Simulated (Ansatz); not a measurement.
Relaxation of AlBrH$_{5}$N (8 atoms, charge 0, multiplicity 1), to a largest force component of 0.03 eV/Å in at most 50 steps.

Method: RKS PBE0/def2-SVP (Ansatz 0.2.0).

```xyz
8
Properties=species:S:1:pos:R:3
Al -0.958 -0.451 -0.621
N 0.306 0.926 -0.528
H -0.569 -1.707 -1.505
H -2.326 -0.191 0.134
H 1.124 -0.127 1.360
Br 1.130 -1.236 2.343
H 1.158 0.954 -1.077
H 0.134 1.832 -0.106
```

Task: Where does it end, and by what steps?

Result: It converged. After 13 steps the energy has fallen by 2.106 eV; H5 moved furthest, 1.22 Å. Parted: H5–Br6 (1.48 → 2.96 Å). Joined: Al1–Br6 (3.71 → 2.32 Å), N2–H5 (2.31 → 1.02 Å).

```
step  energy less start (eV)  largest force component (eV/Å)  accepted
   0                  0.0000                           1.249       yes
   1                 -0.1395                           0.367       yes
   2                 -0.1911                           0.731       yes
   3                 -0.2860                           1.276       yes
   4                 -0.4878                           1.296       yes
   5                 -0.8099                           1.826       yes
   6                 -1.3914                           2.130       yes
   7                 -1.7805                           2.123       yes
   8                 -2.0225                           0.326       yes
   9                 -2.0754                           0.387       yes
  10                 -2.0723                           0.717        no
  11                 -2.1037                           0.093       yes
  12                 -2.1054                           0.046       yes
  13                 -2.1059                           0.005       yes
```

```xyz
8
Properties=species:S:1:pos:R:3
Al -0.691 -0.808 -0.001
N 0.539 0.841 -0.190
H -0.404 -1.587 -1.360
H -2.103 -0.124 0.281
H 1.177 0.838 0.610
Br 0.349 -1.702 1.875
H 1.106 0.819 -1.039
H 0.027 1.725 -0.177
```

Whether the end is a true minimum wasn't checked by a vibrational analysis.

Time of the run: 10 s on 2 threads of AMD EPYC 9R45 (Zen 5), on a shared host, peak memory 0.2 GiB.
